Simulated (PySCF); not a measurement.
Gas-phase reaction: Sb4 + 6 C2H6 = 4 Sb(CH3)3

Computed with PySCF and rigid-rotor harmonic-oscillator thermochemistry at 1 bar. † marks an energy on the PBE0/def2-TZVP geometry and frequencies. MP2 freezes the core. All species are closed-shell singlets. Sb: scalar-relativistic def2 core potential, no spin-orbit coupling. MP2 isn't extrapolated to the basis-set limit; its ΔH°(298 K) is 556.5 kJ in def2-SVP and 426.0 kJ in def2-TZVPP. The harmonic model lacks anharmonicity and excited electronic states, which grow with temperature; levels with a mode under 35 cm⁻¹ are left out. Internal rotation in C2H6 is treated as a harmonic vibration of one conformer, which makes the entropy rough. Soft modes under 120 cm⁻¹ make the harmonic entropy rough for Sb(CH3)3.

```csv
level,"ΔE electronic, kJ","ΔH°(298 K), kJ","ΔS°(298 K), J/K","ΔG°(1800 K), kJ"
HF/def2-TZVP†,479,439,-294,811
MP2/def2-TZVPP†,466,426,-294,797
PBE/def2-TZVP†,462,422,-294,793
LDA/def2-TZVP†,416,376,-294,748
ωB97X-V/def2-TZVP†,376,336,-294,707
```
ΔH° is lowest at ωB97X-V/def2-TZVP† and highest at HF/def2-TZVP†. No reference value is set beside these.
